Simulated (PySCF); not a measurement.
Simulated outer-valence photoelectron spectrum of `C#[C][GeH2][C]#N`. Theory: EOM-IP-CCSD/aug-cc-pVDZ in PySCF, restricted Hartree–Fock reference, 13 core orbitals frozen, non-relativistic, gas phase, PBE0-D3(BJ)/def2-SVP geometry.

Each root has a Gaussian of 0.3 eV full width with its one-hole share as area; cross sections and vibrations are left out, and the highest printed point is 100.

(ionisation energy (eV), intensity): (10.9, 0), (11.0, 1), (11.1, 9), (11.2, 33), (11.3, 71), (11.4, 86), (11.5, 60), (11.6, 24), (11.7, 5), (11.8, 1), (11.9, 0), (12.0, 0), (12.1, 0), (12.2, 1), (12.3, 4), (12.4, 20), (12.5, 55), (12.6, 91), (12.7, 100), (12.8, 82), (12.9, 50), (13.0, 21), (13.1, 5), (13.2, 1), (13.3, 0), (13.4, 0), (13.5, 0), (13.6, 1), (13.7, 7), (13.8, 23), (13.9, 42), (14.0, 44), (14.1, 34), (14.2, 38), (14.3, 45), (14.4, 34), (14.5, 14), (14.6, 3), (14.7, 0), (14.8, 0), (14.9, 0), (15.0, 0), (15.1, 0), (15.2, 1), (15.3, 5), (15.4, 20), (15.5, 39), (15.6, 41), (15.7, 24), (15.8, 7), (15.9, 1), (16.0, 0)

Where are the maxima, and how many lines lie under the curve?

5 maxima, at 11.4, 12.7, 14.0, 14.3 and 15.6 eV, from 8 lines. At this width some lines have no maximum of their own.

List the lines with their holes.

| E (eV) | leading hole (HF orbital) | area | Koopmans (eV) |
| --- | --- | --- | --- |
| 11.34 | HOMO | 0.96 | 11.45 |
| 11.43 | HOMO-1 | 0.96 | 11.55 |
| 12.59 | HOMO-2 | 0.95 | 12.82 |
| 12.67 | HOMO-3 | 0.95 | 12.96 |
| 12.83 | HOMO-5 | 0.93 | 14.81 |
| 13.95 | HOMO-4 | 0.94 | 14.59 |
| 14.31 | HOMO-6 | 0.94 | 15.62 |
| 15.56 | HOMO-7 | 0.91 | 17.55 |

The widest gap, 1.25 eV, lies between 14.31 and 15.56 eV. Only orbitals with −ε under 21 eV, eight at most, were ionised, so the high end of the curve may lack lines.
